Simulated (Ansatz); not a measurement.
`[CH3][AlH][SiH2]F` + `CNB(F)F` → `CN(C)B(F)F` + `F[SiH2][AlH2]`  (substitution at a C–Al bond)

Isolated molecules relaxed with PBE0-D4/def2-TZVP in Ansatz; ΔE leaves out vibrations. CBS: MP2 limit from def2 TZ/QZ plus the TZ coupled-cluster correction, frozen cores. DFT in def2-TZVPP. Each species was taken in one conformer, which may not be the lowest.

| level | ΔE (kcal/mol) |
| --- | --- |
| PBE-D4 | 16.8 |
| r2SCANh | 17.5 |

Problem. What does CCSD(T)/CBS give? (Estimate.)

Solution. Computed: +16.6 kcal/mol. The listed levels differ from it by 0.2, 0.9 kcal/mol.

Largest T1 diagnostic among the species: 0.012.

Leaving LDA and LC-ωPBE aside and taking each functional with its dispersion term where it has one, the values, not all of them listed here, spread over 2.2 kcal/mol, from B97M-V to r2SCAN-D4. LDA lies −2.3 kcal/mol from PBE without D4. The D4 term adds −0.9 kcal/mol with B3LYP and −0.5 kcal/mol with PBE0; it sums over pairs of atoms, weighted by their polarisabilities, and B3LYP, whose exchange is more repulsive, gets the larger term. From BLYP to BHLYP (50 % exact exchange), in def2-TZVPP and without D4, ΔE moves by −1.1 kcal/mol.

B3LYP here is the variant with VWN-RPA as its local correlation; programs differ in this.
